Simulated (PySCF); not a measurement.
Kr¹²⁺: ionisation energy

Kr¹²⁺ [Ar] 3d6 [3d3/2^4 3d5/2^2, M_J = 4] → Kr¹³⁺ [Ar] 3d5 [3d3/2^4 3d5/2^1, M_J = 5/2], as a difference of total energies. All numbers are calculated (PySCF 2.14, the two-component X2C-1e Hamiltonian, in an uncontracted even-tempered set (17 s from 0.88 bohr⁻², ratio 2.8; 12 p from 1.1 bohr⁻², ratio 2.8; 8 d from 1.1 bohr⁻², ratio 2.8; 4 f from 5.3 bohr⁻², ratio 3)). Correlated levels: [Ne] frozen; the 70 highest virtual spinors dropped. "Screened" scales the spin-orbit matrix elements by Boettger's factors to mimic the two-electron term; Breit and QED terms are absent.

| method | ionisation energy (eV) |
| --- | --- |
| GHF (spin-free) | 389.00 |
| GMP2 (spin-free) | 390.30 |
| GHF (screened spin-orbit) | 389.61 |
| GMP2 (screened spin-orbit) | 390.91 |

Problem. How much does correlation contribute at GMP2 (screened spin-orbit)?

Solution. 390.91 − (389.61) = 1.30 eV, measured against GHF (screened spin-orbit).

The spin-free rows relax to the high-spin LS determinant and lack the spin-orbit shift.

The labels give the starting determinants; with spin-orbit coupling the two ends relaxed to ⟨J²⟩ = 20.01, ⟨L²⟩ = 6.14, ⟨S²⟩ = 5.92 and ⟨J²⟩ = 8.75, ⟨L²⟩ = 0.03, ⟨S²⟩ = 8.68.

For comparison: 391 ± 4 eV (theoretical estimate listed by NIST; NIST Atomic Spectra Database, ionization energies).
